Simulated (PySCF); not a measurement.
CH₅AsGa, SMILES [Ga]([CH3])[AsH2], multiplicity 2.

Geometry: B3LYP-D3(BJ)/def2-SVP. The spin state was assumed, not searched. The isomer is the one that the SMILES or the coordinates give; other isomers of the formula were not compared.

Two levels are set side by side: PBE/def2-TZVPD (PySCF) and r2SCAN/def2-TZVPD (PySCF). Same geometry, gas phase. Differences are taken from unrounded values.

| quantity | PBE |
|---|---|
| α-spin orbital gap (eV) | 1.97 |
| β-spin orbital gap (eV) | 2.60 |
| dipole moment (D) | 0.98 |
| mean polarisability (bohr³) | 97.1 |

Task: These are the PBE values. What does r2SCAN give? (The exact figures need the calculation; the answer reports its results.)

Result: 
```csv
quantity,r2SCAN,PBE minus r2SCAN
α-spin orbital gap (eV),2.40,-0.43
β-spin orbital gap (eV),3.12,-0.52
dipole moment (D),1.08,-0.10
mean polarisability (bohr³),93.7,3.4
```

Rough cost on one machine, each run with all the roots and properties that it gave: r2SCAN against PBE about 2 times.
